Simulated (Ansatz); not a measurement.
CH$_{8}$N$_{2}$Si$_{2}$ (`[SiH3]/N=C\N[SiH3]`), relaxed with RKS PBE0-D4/def2-TZVP in Ansatz 0.2.0 from a PBE-D4/def2-SVP geometry. The force threshold is 0.005 eV/Å; the program also tests the step.

Charge 0, multiplicity 1.

Start:

```xyz
13

Si    1.242   -1.056    1.346
N    -0.268   -1.307    0.563
C    -1.199   -0.932   -0.216
N    -1.294    0.250   -0.926
Si   -0.085    1.557   -0.916
H     1.017   -1.142    2.833
H     2.172   -2.167    0.933
H     1.973    0.249    1.085
H    -2.084   -1.594   -0.391
H    -2.139    0.348   -1.496
H     1.240    1.072   -1.428
H     0.081    2.134    0.460
H    -0.657    2.588   -1.847
```

```csv
step,energy (eV),largest force (eV/Å),largest move (Å)
1,-19893.7846,0.674,0.000
2,-19893.8499,0.262,0.050
3,-19893.8571,0.075,0.014
4 (rejected),-19893.8570,0.082,0.011
5,-19893.8575,0.029,0.005
6,-19893.8576,0.041,0.013
7,-19893.8577,0.011,0.011
8,-19893.8577,0.002,0.002
```

End:

```xyz
13

Si    1.217   -1.043    1.323
N    -0.275   -1.320    0.564
C    -1.185   -0.929   -0.208
N    -1.259    0.247   -0.905
Si   -0.076    1.536   -0.898
H     1.004   -1.109    2.792
H     2.147   -2.129    0.915
H     1.904    0.254    1.036
H    -2.059   -1.571   -0.387
H    -2.090    0.347   -1.468
H     1.232    1.060   -1.407
H     0.086    2.105    0.460
H    -0.646    2.553   -1.817
```

Hardware: 4 threads of an Intel Xeon 6975P-C on a shared host. Wall time 18 s, peak host memory 0.64 GiB.
